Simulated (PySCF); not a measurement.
# Static response to an electric field

cis-PdH2(NH3)2 (singlet state).
Cartesian coordinates in Å at the PBE0-D3(BJ)/def2-SVP level; atoms count from 1:
```
atom  x, y, z in Å
Pd1    0.6845    0.6796    0.0476
H2     2.2182    0.8320    0.0539
H3     0.8446    2.2085    0.1580
N4    -1.5356    0.8177    0.0635
H5    -1.7956    1.3334    0.9035
H6    -2.1177   -0.0188    0.0330
H7    -1.8077    1.4014   -0.7268
N8     0.8126   -1.5355   -0.1128
H9     1.3876   -1.8554    0.6657
H10    1.3354   -1.7484   -0.9617
H11   -0.0264   -2.1145   -0.1238
```

Level: B3LYP/def2-SVPD (PySCF), static field, nuclei fixed, core orbitals frozen in the response. The polarisability tensor in these axes (au):

```
x   73.58 -3.36 -0.28
y   -3.36 73.54  0.99
z   -0.28  0.99 59.87
```

Question: What are the eigenvalues, a third of the trace, and Δα (Δα² = ½Σ(αi − αj)² over the three pairs)?

Answer: Principal values 59.80, 70.22 and 76.97 au; mean 68.99 au = 10.22 Å³ = 11.38 × 10⁻⁴⁰ C²·m²/J; Δα = 14.98 au (22 % of the mean).

Question: What is the dipole moment, and where does it point?

Answer: (-4.73, -4.69, -0.33) D, 6.67 D in size, pointing from the negative to the positive side. Measured along this direction, the outermost atoms are H3 and H2 at the negative end and H6 and H11 at the positive end.

Question: Directions of the eigenvectors, and the extent of the frame along each?

Answer: Largest value along (-0.71, 0.71, 0.05), where the nuclei span 4.51 Å; middle along (0.71, 0.70, 0.05), 3.67 Å; least along (0.00, -0.07, 1.00), 1.63 Å. The response follows the extents in order.

Question: Find the Langevin capture rate constant for NO+ (29.998 u) meeting this molecule (141.972 u), k = 2.342 × 10⁻⁹ cm³/s × √(α in Å³ / reduced mass in u).

Answer: The reduced mass is 24.77 u, so k = 1.50 × 10⁻⁹ cm³/s. The formula leaves out the permanent dipole, which adds to the capture rate.

Question: Form Σ f/ω² (atomic units) for the 10 lowest TDDFT singlets, given as eV and f, and set it beside the mean polarisability, which is this sum over all singlets: 3.68, 0.0305; 3.68, 0.0495; 4.32, 0.0019; 4.33, 0.0000; 4.42, 0.0000; 4.43, 0.0015; 4.63, 0.0265; 4.75, 0.0051; 4.78, 0.2185; 5.24, 0.0030.

Answer: They add up to 12.74 au, 18.5 % of the 68.99 au; the largest single term is 7.07 au, from the state at 4.78 eV. Terms in order: 1.67, 2.70, 0.08, 0.00, 0.00, 0.06, 0.91, 0.17, 7.07, 0.08 au. Higher excitations give the rest. The strengths listed sum to 0.337.

Question: What would n − 1 = 2πNα be for an ideal gas of these molecules at 400 K and 1 atm, electronic part alone?

Answer: N = p/kT = 1.8347 × 10¹⁹ cm⁻³, so n − 1 = 2π × N × 10.22 × 10⁻²⁴ cm³ = 1179 × 10⁻⁶ at long wavelengths.

Question: Orientational against electronic polarisability at 350 K (dilute gas, rigid molecules)?

Answer: In Gaussian units μ²/3kT = 306.88 Å³ against 10.22 Å³, a ratio of 30.02; the Debye molar polarisation (4π/3)N_A(α + μ²/3kT) is 799.9 cm³/mol, leaving out the vibrational part.

Geometry: PBE0-D3(BJ)/def2-SVP; no solvent, vibrations or thermal averaging. Atoms past krypton carry effective core potentials; spin–orbit coupling is left out.
